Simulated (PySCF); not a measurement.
## Static response to an electric field

Species: C5H12BNO.
Geometry (PBE0-D3(BJ)/def2-SVP, Å), atoms numbered from 1 in this order:
```xyz
20
C5H12BNO angstrom
B     -1.0989    2.0635    0.3413
O     -0.5389    0.5470    0.3763
C     -1.4890   -0.5230    0.2158
C     -0.6289   -1.7095   -0.1578
C      0.4334   -1.0676   -1.0468
C      0.6776    0.2711   -0.3716
C      1.8088    0.2916    0.6219
N      2.7257   -0.5783    0.5875
H     -0.1420    2.7386    0.6908
H     -1.4319    2.2366   -0.8282
H     -2.0244    2.0546    1.1362
H     -2.0363   -0.6141    1.1624
H     -2.1913   -0.2373   -0.5844
H     -1.2035   -2.4955   -0.6669
H     -0.1664   -2.1495    0.7393
H      1.3684   -1.6412   -1.0974
H      0.0471   -0.9150   -2.0652
H      0.8005    1.1017   -1.0853
H      1.7517    1.1268    1.3438
H      3.4194   -0.4039    1.3197
```

Level: B3LYP/def2-SVPD (PySCF), static field, nuclei fixed, core orbitals frozen in the response. The polarisability tensor in these axes (au):

```
x   96.41 -5.32  2.77
y   -5.32 88.70  3.95
z    2.77  3.95 77.26
```

**Question.** What are the eigenvalues, a third of the trace, and Δα (Δα² = ½Σ(αi − αj)² over the three pairs)?

**Answer.** Principal values 75.14, 88.09 and 99.15 au; mean 87.46 au = 12.96 Å³ = 14.42 × 10⁻⁴⁰ C²·m²/J; Δα = 20.82 au (24 % of the mean).

**Question.** What is the dipole moment, and where does it point?

**Answer.** (1.17, -3.70, -0.14) D, 3.88 D in size, pointing from the negative to the positive side. Measured along this direction, the outermost atoms are H9 and H11 at the negative end and H14, H16 and H15 at the positive end.

**Question.** What are the principal values of the traceless quadrupole moment, Θ = ½Σq(3rr − r²1), about the centre of nuclear charge?

**Answer.** -21.51, 5.55, 15.96 D·Å. The values depend on the origin, since the dipole doesn't vanish. The electronic extent ⟨r²⟩ about the same centre is 1005 bohr², a root-mean-square distance of 2.13 Å for the 62 electrons.

**Question.** Directions of the eigenvectors, and the extent of the frame along each?

**Answer.** Largest value along (0.90, -0.44, 0.03), where the nuclei span 5.97 Å; middle along (0.39, 0.83, 0.40), 5.29 Å; least along (-0.21, -0.35, 0.91), 3.28 Å. The response follows the extents in order.

**Question.** What would n − 1 = 2πNα be for an ideal gas of these molecules at 298.15 K and 1 atm, electronic part alone?

**Answer.** N = p/kT = 2.4615 × 10¹⁹ cm⁻³, so n − 1 = 2π × N × 12.96 × 10⁻²⁴ cm³ = 2004 × 10⁻⁶ at long wavelengths, for an ideal gas.

The structure is a single PBE0-D3(BJ)/def2-SVP conformer in the gas phase; no vibrational or solvent corrections.
